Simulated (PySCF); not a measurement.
C3H5 (SMILES C=[C]C), doublet (typed; the unrestricted solution is spin-contaminated), geometry from GFN2-xTB; CCSD(T)/STO-3G (PySCF).

Here is a job for PySCF.
```python
from pyscf import gto, scf, cc

mol = gto.M(
    atom='''
C     1.31352899    0.25622584   -0.02192716
C     0.02590858    0.37408297   -0.01022305
H     1.83787885   -0.70392499   -0.00249333
H     1.97053843    1.11335976   -0.05223491
C    -1.20640148   -0.39885089    0.02447718
H    -1.00835162   -1.47840810    0.05083729
H    -1.78896803   -0.13645457    0.90819127
H    -1.80931420   -0.18331958   -0.85826214
''',
    basis='sto-3g',
    spin=1,
    verbose=4,
)

mf = scf.UHF(mol)
mf.kernel()

mycc = cc.CCSD(mf)
mycc.kernel()
et = mycc.ccsd_t()
print('E(CCSD(T)) = %.10f' % (mycc.e_tot + et))
```

It wrote (shortened):

```
PySCF version 2.14.0

[INPUT] verbose = 4
[INPUT] num. atoms = 8
[INPUT] num. electrons = 23
[INPUT] charge = 0
[INPUT] spin (= nelec alpha-beta = 2S) = 1
[INPUT] symmetry False subgroup None
[INPUT] Mole.unit = angstrom
[INPUT] Symbol           X                Y                Z      unit          X                Y                Z       unit  Magmom
[INPUT]  1 C      1.313528990000   0.256225840000  -0.021927160000 AA    2.482210047777   0.484196663637  -0.041436327090 Bohr   0.0
[INPUT]  2 C      0.025908580000   0.374082970000  -0.010223050000 AA    0.048960120476   0.706914361164  -0.019318764658 Bohr   0.0
[INPUT]  3 H      1.837878850000  -0.703924990000  -0.002493330000 AA    3.473087676631  -1.330225443337  -0.004711710838 Bohr   0.0
[INPUT]  4 H      1.970538430000   1.113359760000  -0.052234910000 AA    3.723777950630   2.103945024511  -0.098709674041 Bohr   0.0
[INPUT]  5 C     -1.206401480000  -0.398850890000   0.024477180000 AA   -2.279768393470  -0.753718946639   0.046255166502 Bohr   0.0
[INPUT]  6 H     -1.008351620000  -1.478408100000   0.050837290000 AA   -1.905508399062  -2.793786409339   0.096068555015 Bohr   0.0
[INPUT]  7 H     -1.788968030000  -0.136454570000   0.908191270000 AA   -3.380659622303  -0.257861765745   1.716232769021 Bohr   0.0
[INPUT]  8 H     -1.809314200000  -0.183319580000  -0.858262140000 AA   -3.419108311287  -0.346423799470  -1.621880387683 Bohr   0.0

nuclear repulsion = 64.2728620782589
number of shells = 14
number of NR pGTOs = 60
number of NR cGTOs = 20
basis = sto-3g
ecp = {}

******** <class 'pyscf.scf.uhf.UHF'> ********
method = UHF
initial guess = minao
damping factor = 0
level_shift factor = 0
DIIS = <class 'pyscf.scf.diis.CDIIS'>
diis_start_cycle = 1
diis_space = 8
diis_damp = 0
SCF conv_tol = 1e-09
SCF conv_tol_grad = None
SCF max_cycles = 50
direct_scf = True
direct_scf_tol = 1e-13
number electrons alpha = 12  beta = 11
Set gradient conv threshold to 3.16228e-05
init E= -115.431604249563

cycle= 1 E= -114.968319115582  delta_E= 0.463  |g|= 0.178  |ddm|= 2.45
cycle= 2 E= -115.00248150134  delta_E= -0.0342  |g|= 0.0621  |ddm|= 0.324
cycle= 3 E= -115.007973121008  delta_E= -0.00549  |g|= 0.0254  |ddm|= 0.135
cycle= 4 E= -115.009440594999  delta_E= -0.00147  |g|= 0.0203  |ddm|= 0.055
cycle= 5 E= -115.010985842188  delta_E= -0.00155  |g|= 0.0196  |ddm|= 0.0618
cycle= 6 E= -115.012281625707  delta_E= -0.0013  |g|= 0.0193  |ddm|= 0.0523
cycle= 7 E= -115.016621741875  delta_E= -0.00434  |g|= 0.0151  |ddm|= 0.194
cycle= 8 E= -115.015694458869  delta_E= 0.000927  |g|= 0.027  |ddm|= 0.431
cycle= 9 E= -115.016574023515  delta_E= -0.00088  |g|= 0.0149  |ddm|= 0.433
cycle= 10 E= -115.018613539825  delta_E= -0.00204  |g|= 0.00659  |ddm|= 0.144
cycle= 11 E= -115.018950971966  delta_E= -0.000337  |g|= 0.00025  |ddm|= 0.0802
cycle= 12 E= -115.018949886214  delta_E= 1.09e-06  |g|= 0.000461  |ddm|= 0.00704
cycle= 13 E= -115.018951271951  delta_E= -1.39e-06  |g|= 5.24e-05  |ddm|= 0.00434
cycle= 14 E= -115.018951287497  delta_E= -1.55e-08  |g|= 1.34e-05  |ddm|= 0.000411
cycle= 15 E= -115.018951286433  delta_E= 1.06e-09  |g|= 1.71e-05  |ddm|= 8.06e-05
cycle= 16 E= -115.018951288008  delta_E= -1.57e-09  |g|= 6.57e-06  |ddm|= 0.000108
cycle= 17 E= -115.018951288212  delta_E= -2.04e-10  |g|= 3.27e-06  |ddm|= 0.000102
Extra cycle  E= -115.018951288236  delta_E= -2.46e-11  |g|= 2.61e-06  |ddm|= 6.67e-06
converged SCF energy = -115.018951288236  <S^2> = 1.0640395  2S+1 = 2.2926313

******** <class 'pyscf.cc.uccsd.UCCSD'> ********
CC2 = 0
CCSD nocc = (np.int64(12), np.int64(11)), nmo = (20, 20)
max_cycle = 50
direct = 0
conv_tol = 1e-07
conv_tol_normt = 1e-06
diis_space = 6
diis_start_cycle = 0
diis_start_energy_diff = 1e+09
Init t2, MP2 energy = -0.131943996684823
Init E_corr(UCCSD) = -0.131943996694272
cycle = 1  E_corr(UCCSD) = -0.161770188146005  dE = -0.0298261915  norm(t1,t2) = 0.0855776
cycle = 2  E_corr(UCCSD) = -0.173827181240465  dE = -0.0120569931  norm(t1,t2) = 0.0547766
cycle = 3  E_corr(UCCSD) = -0.19171443017729  dE = -0.0178872489  norm(t1,t2) = 0.0409028
cycle = 4  E_corr(UCCSD) = -0.192888961933893  dE = -0.00117453176  norm(t1,t2) = 0.017402
cycle = 5  E_corr(UCCSD) = -0.193544378324916  dE = -0.000655416391  norm(t1,t2) = 0.00587283
cycle = 6  E_corr(UCCSD) = -0.193637281843325  dE = -9.29035184e-05  norm(t1,t2) = 0.00337118
cycle = 7  E_corr(UCCSD) = -0.193729248214489  dE = -9.19663712e-05  norm(t1,t2) = 0.00170704
cycle = 8  E_corr(UCCSD) = -0.193851476830065  dE = -0.000122228616  norm(t1,t2) = 0.00062196
cycle = 9  E_corr(UCCSD) = -0.193878276264119  dE = -2.67994341e-05  norm(t1,t2) = 0.000194259
cycle = 10  E_corr(UCCSD) = -0.193874586220392  dE = 3.69004373e-06  norm(t1,t2) = 7.63171e-05
cycle = 11  E_corr(UCCSD) = -0.193868637640044  dE = 5.94858035e-06  norm(t1,t2) = 3.00989e-05
cycle = 12  E_corr(UCCSD) = -0.193866848158104  dE = 1.78948194e-06  norm(t1,t2) = 9.58633e-06
cycle = 13  E_corr(UCCSD) = -0.193866536335277  dE = 3.11822827e-07  norm(t1,t2) = 4.09402e-06
cycle = 14  E_corr(UCCSD) = -0.193866600421784  dE = -6.4086507e-08  norm(t1,t2) = 1.96141e-06
cycle = 15  E_corr(UCCSD) = -0.193866678218562  dE = -7.77967777e-08  norm(t1,t2) = 1.15146e-06
cycle = 16  E_corr(UCCSD) = -0.193866688181636  dE = -9.96307375e-09  norm(t1,t2) = 7.26023e-07
UCCSD converged
E(UCCSD) = -115.2128179764177  E_corr = -0.1938666881816357
UCCSD(T) correction = -0.00164055949162123
E(CCSD(T)) = -115.2144585359
```
